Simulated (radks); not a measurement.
Values are calculated unless marked as measured or tabulated.
These are the eigenvalues of the occupied orbitals of an atom or ion with whole-number occupations (eV). Code: a radial shooting solver on a logarithmic mesh with Libxc functionals. Model: scalar-relativistic Kohn-Sham, PBE, spin-unpolarised, spherical densities, point nucleus.

| orbital | eigenvalue |
|---|---|
| 1s | -73895.28 |
| 2s | -12881.11 |
| 2p | -11216.60 |
| 3s | -3008.556 |
| 3p | -2519.910 |
| 3d | -1974.496 |
| 4s | -646.1621 |
| 4p | -485.9233 |
| 4d | -287.0965 |
| 5s | -105.8035 |
| 4f | -66.2108 |
| 5p | -65.1300 |
| 5d | -20.0486 |
| 7d | -2.5396 |

Which element is it, and in what charge state? The configuration may be excited.

Answer. Z = 76, osmium, charge +1: Os+ in [Xe] 4f14 5d6 7d1. The list shows which subshells hold electrons but not how many an open one holds; the 1s level, -2715.6 hartree, gives Z - s = 73.7 by -(Z - s)^2/2, which with screening and relativity narrows Z to a few neighbours, and the depths of the outer levels then fix element, charge and occupations together.
